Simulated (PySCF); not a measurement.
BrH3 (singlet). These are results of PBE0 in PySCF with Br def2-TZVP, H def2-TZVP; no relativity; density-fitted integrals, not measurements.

Harmonic bands of its minimum:

| ω (cm⁻¹) | IR (km/mol) |
| --- | --- |
| 934 | 31.2 |
| 1046 | 52.5 |
| 1170 | 977 |
| 1267 | 1755 |
| 1548 | 0.6 |
| 2585 | 25.9 |

The central atom is Br. Infer the point group and assign the bands.

C2v. The modes span b1 + 3a1 + 2b2: 934 b1, 1046 a1, 1170 b2, 1267 b2, 1548 a1, 2585 a1. The computed geometry has Br–H 1.423 Å, Br–H 1.704 Å (×2); H–Br–H 83.7° (×2), H–Br–H 167.3°.
